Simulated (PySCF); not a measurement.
## Excitation energy of Ag by level of theory

Ag [Kr] 4d10 5s1 (2S) → Ag [Kr] 4d9 5s1 5p1 (high-spin determinant), as a difference of total energies. All numbers are calculated (PySCF 2.14, the spin-free X2C one-electron Hamiltonian (Gaussian nucleus), in x2c-TZVPPall with one added diffuse shell each of s, p, d, f type (9s7p7d3f1g, 95 functions)). Correlated levels: valence: [Kr] frozen; valence and next inner shell: [Ar] 3d10 frozen. The calculations carry no spin-orbit coupling.

```csv
method,excitation energy (eV)
UHF,5.740
LDA,7.845
PBE,7.546
PBE0,7.290
r2SCAN,7.252
r2SCAN0,7.090
BHandHLYP,7.117
M06-2X,7.471
wB97X,7.595
MP2 (valence),7.627
SCS-MP2 (valence),7.541
MP2 (valence and next inner shell),7.628
SCS-MP2 (valence and next inner shell),7.474
```

**Question.** How much does correlation contribute at MP2 (valence and next inner shell)?

**Answer.** 7.628 − (5.740) = 1.888 eV, measured against UHF.

A first-order spin-orbit estimate (lowest level to lowest level, LS coupling) adds -0.169 eV.

The determinant of the upper state mixes LS terms, which raises its energy above the lowest term, most at the Hartree-Fock and MP2 levels.
